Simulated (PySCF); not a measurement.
Species: C5H2BrFO2.
InChI=1S/C5H2BrFO2/c6-5(8)4-1-3(7)2-9-4/h1-2H

All values: CAM-B3LYP/def2-SVPD (PySCF, non-relativistic), on one gas-phase PBE0-D3(BJ)/def2-SVP geometry that isn't relaxed in the solvent. The solvent is an IEF-PCM continuum (Bondi radii, 1.10 Å for H, scaled by 1.2), and excitations are vertical TDDFT with non-equilibrium linear response and a frozen core. Only the electrostatic response of the medium enters. Spin–orbit coupling is left out although an atom past zinc is present.

Gas-phase singlets (H = HOMO, L = LUMO):

| state | E (eV) | λ (nm) | f | leading configurations |
| --- | --- | --- | --- | --- |
| S1 | 4.450 | 279 | 0.000 | H-1→L 56%, H-3→L 37% |
| S2 | 4.867 | 255 | 0.351 | H→L 96% |
| S3 | 5.303 | 234 | 0.000 | H-3→L 57%, H-1→L 40% |
| S4 | 5.609 | 221 | 0.019 | H-2→L 87% |
| S5 | 5.967 | 208 | 0.079 | H-4→L 94% |

Give the list for acetone (ε = 20.49), n² = 1.85.

```csv
state,E (eV),λ (nm),f,leading configurations,change by rank (eV)
S1,4.638,267,0.238,"H→L 53%, H-1→L 27%",+0.188
S2,4.642,267,0.198,"H→L 44%, H-1→L 32%",-0.225
S3,5.529,224,0.000,"H-4→L 60%, H-1→L 37%",+0.226
S4,5.748,216,0.028,"H-2→L 77%, H-3→L 15%",+0.139
S5,5.838,212,0.082,"H-3→L 75%, H-2→L 18%",-0.129
```

How do the frontier levels move from gas to acetone?

```csv
orbital,gas (eV),solvent (eV),change (eV)
LUMO+2,1.12,1.35,+0.23
LUMO+1,0.54,0.53,-0.01
LUMO,-1.47,-1.33,+0.14
HOMO,-9.03,-8.74,+0.29
HOMO-1,-9.80,-9.91,-0.11
HOMO-2,-10.09,-10.08,+0.01
HOMO-3,-10.29,-10.22,+0.07
```

The HOMO–LUMO gap goes from 7.55 to 7.41 eV. Rows go by rank; for HOMO-3, HOMO-2 and HOMO-1 the atom shares or the degeneracy differ between the runs, so the row needn't follow one orbital.

Hardware: one thread of an Arm Neoverse V1, shared host with 32 logical CPUs at a one-minute load of 20. Cost: 51 s wall, 1.2 GiB resident at most. This is the whole response run at CAM-B3LYP/def2-SVPD in acetone, SCF included.

Conformer computed: `[O:1]=[C:2]([Br:3])[c:4]1[cH:5][c:6]([F:7])[cH:8][o:9]1`: O1–C2–C4–C5 1°.
